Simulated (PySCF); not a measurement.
GeF3Br, SMILES [F][Ge]([F])([F])[Br]. Geometry optimised at PBE-D3(BJ)/def2-SVP.

Computed equilibrium geometry at PBE-D3(BJ)/def2-SVP (PySCF confirms it by a frequency run) as Cartesian coordinates in Å, and its point group:
point group C3v.
```xyz
5

F     -1.3909    -0.8030     1.3000
Ge     0.0000     0.0000     0.6599
F      1.3909    -0.8030     1.3000
F      0.0000     1.6061     1.3000
Br     0.0000     0.0000    -1.6062
```
Charge 0, spin multiplicity 1.
